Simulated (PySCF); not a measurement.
## Telling isomers of C₈H₁₁N₃ apart by NMR

Equivalent nuclei averaged, no solvent model, no relativistic terms, one conformer. Shielding tensors at PBE0/pcSseg-1 (GIAO); GFN2-xTB structure; PySCF 2.14.

Shifts are taken against calculated references (same method and geometry level): 1H (σ = 31.72 ppm) and 13C (σ = 186.93 ppm) against TMS. Where no couplings were computed, multiplicities follow the n + 1 count of equivalent neighbours, and m marks all less simple cases (inequivalent or close neighbours, rings, F or P nearby). Shifts are as computed. Against solution values, carbons near 30 ppm lie about +3 ppm off and those near 130 ppm about +5 ppm. Of 1211 compounds with measured shifts, 218 miss one by over three times the rms of a fit or turn the order of signals round; such compounds aren't used in these exercises.

(1) Tabulate the signals of `CCc1cnnnc1C1CC1`, `C=Cn1nc(C)c(C2CC2)n1`, `C=CCn1ncc(C2CC2)n1`, `C#Cc1nn(CC)nc1CC` and their relative energies.

(2) What is the quickest way to tell C=Cn1nc(C)c(C2CC2)n1 from C=CCn1ncc(C2CC2)n1?

(3) What is the quickest way to tell CCc1cnnnc1C1CC1 from C=Cn1nc(C)c(C2CC2)n1?

(4) What is the quickest way to tell C=Cn1nc(C)c(C2CC2)n1 from C#Cc1nn(CC)nc1CC?

## Answers

(1) 
```json
{"SMILES": "CCc1cnnnc1C1CC1", "carbon types": "2×C 2×CH 3×CH2 1×CH3", "δC": "167.6, 152.4, 136.7, 27.3, 18.2, 17.6, 14.4", "δH": "8.79 (s, 1H), 2.69 (q, 2H), 2.04 (m, 1H), 1.86 (m, 2H), 1.31 (m, 2H), 1.28 (t, 3H)", "E rel. (kcal/mol)": "14.4"}
{"SMILES": "C=Cn1nc(C)c(C2CC2)n1", "carbon types": "2×C 2×CH 3×CH2 1×CH3", "δC": "156.9, 147.6, 139.1, 105.4, 14.3, 12.2, 8.9", "δH": "7.25 (m, 1H), 6.08 (m, 1H), 5.01 (m, 1H), 2.53 (s, 3H), 1.70 (m, 1H), 1.09 (m, 2H), 1.08 (m, 2H)", "E rel. (kcal/mol)": "0.0"}
{"SMILES": "C=CCn1ncc(C2CC2)n1", "carbon types": "1×C 3×CH 4×CH2", "δC": "158.0, 144.0, 131.5, 125.0, 60.8, 12.8, 10.9", "δH": "7.03 (s, 1H), 6.36 (m, 1H), 5.68 (m, 1H), 5.47 (m, 1H), 4.93 (d, 2H), 2.19 (m, 1H), 1.07 (m, 2H), 0.58 (m, 2H)", "E rel. (kcal/mol)": "8.6"}
{"SMILES": "C#Cc1nn(CC)nc1CC", "carbon types": "3×C 1×CH 2×CH2 2×CH3", "δC": "161.5, 133.2, 92.8, 79.4, 51.5, 23.5, 19.4, 17.2", "δH": "4.41 (q, 2H), 3.02 (s, 1H), 2.94 (q, 2H), 1.46 (t, 3H), 1.34 (t, 3H)", "E rel. (kcal/mol)": "12.0"}
```

Energies are electronic energies at PBE0/pcSseg-1 on these geometries, without zero-point or thermal terms, each for the one conformer computed, which needn't be the lowest.

(2) Both give the same number of carbon signals, but DEPT or the intensities differ. The first has a methyl carbon on an aromatic ring (CH3) at 12.2 ppm, the second an allylic sp3 CH2 bonded to N at 60.8 ppm. Their most deshielded carbons lie at 156.9 and 158.0 ppm.

(3) Both give the same number of carbon signals, with the same numbers of each carbon type, so the positions decide. The first has an aromatic CH next to a ring nitrogen at 152.4 ppm, the second a terminal =CH2 carbon at 105.4 ppm. Their most deshielded carbons lie at 167.6 and 156.9 ppm. In the proton spectra the most deshielded non-exchanging signals are 8.79 (s, 1H) and 7.25 (m, 1H).

(4) Count the carbon signals: 7 against 8. The first has a three-membered-ring carbon (CH) at 8.9 ppm, the second an alkyne carbon (C) at 79.4 ppm. Their most deshielded carbons lie at 156.9 and 161.5 ppm. In the proton spectra the most deshielded non-exchanging signals are 7.25 (m, 1H) and 4.41 (q, 2H).
